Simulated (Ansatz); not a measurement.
Program: Ansatz. Geometries: PBE0-D4/def2-TZVP. ΔE: electronic, gas phase. CCSD(T)/CBS adds triple-zeta CCSD(T) − MP2 to the extrapolated MP2 energy (def2 sets, frozen cores). For Se outer-core shells are correlated without core-valence functions, which leaves a few kJ/mol of doubt a bond. Scalar relativity is left out up to krypton. Each species was taken in one conformer, which may not be the lowest.

Reaction (ligand exchange at a B–Se bond): `B[Se][SiH2]F` + `N=C(N)F` → `BNC(=N)F` + `F[SiH2][SeH]`

`B[Se][SiH2]F`:

Z-matrix (Å, degrees):
```
Si
Se 1 2.276
F 1 1.597 2 110.1
H 1 1.478 2 109.8 3 -118.8
H 1 1.480 2 108.3 3 117.5
B 2 1.915 1 97.3 3 86.3
H 6 1.191 2 116.4 1 -178.9
H 6 1.191 2 120.8 1 1.5
```

`N=C(N)F`:

Z-matrix (Å, degrees):
```
C
N 1 1.356
F 1 1.350 2 109.8
N 1 1.252 2 126.2 3 178.1
H 2 1.004 1 117.5 3 23.3
H 2 1.005 1 115.5 3 168.2
H 4 1.013 1 111.7 2 -175.8
```

`BNC(=N)F`:

Cartesian coordinates in Å:
```
B 1.307 -0.474 0.689
N -0.044 -0.078 0.671
C -0.789 0.288 -0.430
N -0.400 0.342 -1.612
F -2.044 0.591 -0.036
H 1.768 -0.753 1.753
H 1.918 -0.515 -0.328
H -0.574 -0.041 1.528
H -1.142 0.640 -2.235
```

`F[SiH2][SeH]`:

Cartesian coordinates in Å:
```
F 0.364 1.474 -0.977
Si 0.504 0.248 0.038
Se -1.494 -0.436 0.835
H 1.174 -0.843 -0.702
H 1.276 0.709 1.212
H -1.824 -1.151 -0.406
```

```json
{"level": "HF/def2-TZVPP", "ΔE (kcal/mol)": "-11.2"}
{"level": "MP2/def2-TZVPP", "ΔE (kcal/mol)": "-8.3"}
```

(1) What does CCSD(T)/CBS give? (Best estimate.)

Largest T1 diagnostic among the species: 0.014.

Results:

(1) The calculation gave: -9.1 kcal/mol. The listed levels differ from it by -2.1, 0.8 kcal/mol.

In def2-TZVPP, CCSD(T) changes the Hartree–Fock value by +1.7 kcal/mol (the triples alone add +0.4 kcal/mol) and MP2 by +2.9 kcal/mol.
